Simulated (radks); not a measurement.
All-electron atom: Gd3+ in [Xe] 4f6.75 5d0.25 (fractional occupations, a model configuration). Calculated with a radial shooting solver on a logarithmic mesh with Libxc functionals: scalar-relativistic Kohn-Sham, PBE, spin-unpolarised, spherical densities, point nucleus. Some entries of the table are withheld. Estimate them.

| orbital | occ. | eigenvalue (Ry) | <1/r> (bohr^-1) |
|---|---|---|---|
| 1s | 2 | -3684.637 | 71.67 |
| 2s | 2 | -610.0523 | 16.62 |
| 2p | 6 | -543.0618 | 15.52 |
| 3s | 2 | -136.8087 | 6.100 |
| 3p | 6 | -116.0594 | 5.734 |
| 3d | 10 | -88.68411 | (1) |
| 4s | 2 | -29.14991 | 2.571 |
| 4p | 6 | -22.30832 | 2.364 |
| 4d | 10 | -12.84597 | 2.084 |
| 5s | 2 | -5.56167 | 1.006 |
| 5p | 6 | -3.86962 | 0.8586 |
| 4f | 6.75 | (2) | 1.545 |
| 5d | 0.25 | -1.84912 | 0.5967 |
| 6s | 0 | -1.67777 | 0.4127 |
| 6p | 0 | -1.28214 | 0.3505 |

Answer. 
(1) 3d <1/r> (bohr^-1): 5.440
(2) 4f eigenvalue (Ry): -2.60186
